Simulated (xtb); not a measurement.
CuI, SMILES [Cu][I], multiplicity 1. All values are semi-empirical tight-binding results from xtb (GFN2-xTB unless named), good for trends rather than for accurate numbers. Geometry optimised at GFN2-xTB. The spin state was assumed, not searched.

For metal compounds this method's bond lengths and energies can be far off.

```
Quantity                       Value
---------------------------  -------
point group as xtb finds it      C∞v
orbital gap                  5.23 eV
```
